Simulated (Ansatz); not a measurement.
# Worked example: InH2F + GeH2(CH3)(SH) → InH2(SH) + GeH2(CH3)F

Species: InH2F `[F][InH2]`, singlet; GeH2(CH3)(SH), singlet; InH2(SH), singlet; GeH2(CH3)F, singlet. The partners trade F for SH: In–F and Ge–SH bonds give way to In–SH and Ge–F.

Shapes, held fixed at every level: PBE0-D4/def2-TZVP. Flexible molecules stand in one conformer, not always the lowest. Programs: Ansatz 0.2.0. The zero-point and thermal change to 298 K, harmonic and unscaled (PBE0-D4/def2-TZVP), is +0.6 kJ/mol.

At CCSD(T)/def2-TZVPP; 1 Eh = 2625.50 kJ/mol:

```
      species   energy (Eh)
        InH2F   -290.431529
GeH2(CH3)(SH)  -2515.006755
     InH2(SH)   -589.028882
   GeH2(CH3)F  -2216.425991
```

Question: Work out ΔH(298 K) of the reaction at this level.

Answer: 
1. Products less reactants: (-589.028882) + (-2216.425991) − [(-290.431529) + (-2515.006755)] = -0.016589 Eh = -43.6 kJ/mol.
2. With the thermal change: -43.6 + (+0.6) = -43.0 kJ/mol.

Other levels give -47.1 (CCSD/def2-SVP) to -33.9 kJ/mol (PBE-D4/def2-TZVPP). No measured value is set beside it here. For atoms past krypton def2 sets carry core potentials with scalar relativity. Relativity is left out for Ge. Outer-core shells of Ge, In are correlated in most correlated rows, in sets that cover them unevenly.
